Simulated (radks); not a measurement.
The mean radii <r> (bohr) of the occupied orbitals of an atom or ion are listed with their occupations. All-electron calculation, non-relativistic Kohn-Sham, PBE, spin-polarised, spherical densities, point nucleus. Program: a radial shooting solver on a logarithmic mesh with Libxc functionals.

| orbital | occ. | <r> |
|---|---|---|
| 1s up | 1 | 0.1583 |
| 1s down | 1 | 0.1580 |
| 2s up | 1 | 0.8249 |
| 2s down | 1 | 0.8390 |
| 2p up | 3 | 0.8019 |
| 2p down | 1 | 0.8272 |

Name the element and its charge. Open shells, if any, are filled with parallel spins first.

Answer. Z = 10, neon, charge +2: Ne2+ in [He] 2s2 2p4. The 1s radius gives Z: for a bare nucleus <r> = 1.5/Z, 0.15 bohr for Z = 10, and screening makes it slightly larger (0.1583 here). The occupations add up to 8, and the charge is Z minus that.
